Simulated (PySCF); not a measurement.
PySCF job for Si(Cl)2(H)(SeH) (Cl₂H₂SeSi), SMILES [SiH]([SeH])(Cl)Cl, C-PCM-M06-2X/def2-SVP. Coordinates come from a B3LYP-D3(BJ)/def2-SVP optimisation. This is a generated structure with no PubChem entry under its InChIKey; it may be hypothetical. Other conformers were not sampled.

```python
import numpy as np
from pyscf import gto, scf, dft
from pyscf.solvent import pcm

mol = gto.M(
    atom='''
    Si   -0.45273420    0.24799675    0.57316411
    Cl   -2.03489305   -0.82013625   -0.21298295
    Cl   -0.53685073    2.21234913   -0.06923182
    Se    1.42118599   -0.81123147   -0.16954033
    H    -0.56766113    0.26984530    2.04743021
    H     2.30526028    0.17245163    0.49029460
    ''',
    basis='def2-SVP',
    charge=0,
    spin=0,
    max_memory=1600,
    verbose=3,
)
mf = dft.RKS(mol, xc='m06-2x').density_fit(auxbasis='def2-universal-jkfit')
mf.grids.level = 4
mf.conv_tol = 1e-9
mf.max_cycle = 100
mf.kernel()
res = {}
for name, eps in {'water': 78.355, 'ethylethanoate': 5.9867, 'dimethylsulfoxide': 46.826}.items():
    s = mf.PCM()
    s.with_solvent.method, s.with_solvent.eps, s.with_solvent.lebedev_order = 'C-PCM', eps, 29
    s.kernel(mf.make_rdm1())
    res[name] = (s.e_tot, eps, s.dip_moment(), s.mo_energy, s.converged)
    print(f'{name}: electrostatic solvation free energy {(s.e_tot - mf.e_tot) * 627.509474:.3f} kcal/mol')
```

Output:

```
converged SCF energy = -3612.08416934018

WARN: PCM is an experimental feature. It is still in testing.
Features and APIs may be changed in the future.

converged SCF energy = -3612.08864252695
Dipole moment(X, Y, Z, Debye):  1.47888,  0.32003,  1.77636
water: electrostatic solvation free energy -2.807 kcal/mol

WARN: PCM is an experimental feature. It is still in testing.
Features and APIs may be changed in the future.

converged SCF energy = -3612.0878277035
Dipole moment(X, Y, Z, Debye):  1.39640,  0.28667,  1.67382
ethylethanoate: electrostatic solvation free energy -2.296 kcal/mol

WARN: PCM is an experimental feature. It is still in testing.
Features and APIs may be changed in the future.

converged SCF energy = -3612.08859567374
Dipole moment(X, Y, Z, Debye):  1.47407,  0.31805,  1.77037
dimethylsulfoxide: electrostatic solvation free energy -2.778 kcal/mol
```

Self-consistency was reached.

Cost: very roughly 100 core-seconds.
